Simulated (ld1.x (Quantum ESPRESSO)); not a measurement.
## Pseudopotential generation for Nb: PAW, BP86, scalar-relativistic.

```json
{
 "Element": "niobium (Nb)",
 "Generator": "ld1.x (Quantum ESPRESSO) 7.5",
 "Type": "PAW",
 "Functional": "BP86",
 "Relativity": "scalar-relativistic",
 "Frozen core": "[Ar] 3d10 4s2",
 "Valence charge": "11",
 "Reference configuration": "4p6 4d5 5s0 5p0",
 "Partial waves": "5s (bound, empty): rcut 2.60, rcutus 3.20 bohr; 5s channel at 0.35 Ry: rcut 2.60, rcutus 3.20 bohr; 4p (bound): rcut 1.75, rcutus 2.20 bohr; 5p (bound, empty): rcut 1.75, rcutus 2.20 bohr; 4d (bound): rcut 2.60, rcutus 2.90 bohr; 4d channel at 0.4 Ry: rcut 2.60, rcutus 2.90 bohr; 4f channel at 0.45 Ry: rcut 2.45, rcutus 2.60 bohr; 4f channel at 1.5 Ry: rcut 2.45, rcutus 2.60 bohr",
 "Local potential": "all-electron potential smoothed inside 2.30 bohr (lloc = -1)",
 "Core correction": "Bessel-smoothed model core inside 1.45 bohr",
 "Augmentation charge": "PSQ, inside the norm-conserving radii"
}
```

Poles of the logarithmic derivatives, all-electron (AE) and pseudo (PS). s: poles at 0.8 (AE) and 0.8 (PS) Ry. p: poles at -2.4, 1.6 (AE) and -2.4, 1.5 (PS) Ry. d: poles at 0.1, 3.1 (AE) and 0.1, 3.0 (PS) Ry. f: poles at 2.2 (AE) and 2.2 (PS) Ry. Test radius 3.51 bohr.

- Cutoffs needed: 18 Ry and 30 Ry (the cutoffs (Ry, on a coarse ladder) from which the occupation-weighted sum of valence levels, in a spherical-Bessel basis at the reference potential, stays within 10 and 1 mRy of its value at 400 Ry)
- Ghost test: no extra level below or beside the all-electron valence levels (s, p, d, f tested) (spherical-Bessel basis up to 400 Ry, 20 bohr box)
- Configuration tests: test run stopped at test 1 of 7 (negative rho)
- Lowest eigenvalue of the overlap operator: 0.11 (p channel)
- Density cutoff estimated by the generator: 138 Ry
